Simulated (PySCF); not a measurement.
Compound: CH₄NPSi.
Atom-mapped SMILES: `[N:1]#[C:2][SiH2:3][PH2:4]` (hydrogens: H5, H6 on Si3; H7, H8 on P4)

The calculation used MP2 and CCSD/aug-cc-pVDZ in PySCF, restricted Hartree–Fock reference, frozen core, non-relativistic, gas phase, PBE0-D3(BJ)/def2-SVP geometry.

E(HF) = -724.33182 Eh.

Task: How large is the problem?

Result: 136 basis functions and 46 electrons; 12 orbitals frozen, which leaves o = 11 correlated occupied and v = 113 virtual orbitals. That is o·v = 1243 singles and o·v(o·v + 1)/2 = 773146 distinct closed-shell doubles amplitudes before symmetry; the costliest CCSD step grows as o²v⁴ = 2.0 × 10^10.

Task: What are the MP2 and CCSD correlation energies?

Result: MP2 -0.5218 Eh and CCSD -0.5654 Eh, which gives totals of -724.85364 and -724.89718 Eh. That is 0.699 eV for each correlated electron at CCSD (1484 kJ/mol in all, 0.078 % of the total energy); MP2 gives 92.3 % of the CCSD value.

Task: What is the T1 diagnostic?

Result: 0.0142, below the customary warning level of 0.02. It is the norm of the spatial-orbital singles amplitudes over the root of the number of correlated electrons, so the norm is 0.067.

Task: How does correlation change the dipole moment?

Result: HF gives 4.12 D and CCSD (unrelaxed density) 3.80 D, a change of -0.32 D.

Connected triples and the basis-set limit are missing.

Conformer computed: `[N:1]#[C:2][SiH2:3][PH2:4]`: H–P4–Si3–C2 73°, H–P4–Si3–C2 167°.

One conformer stands for the species.
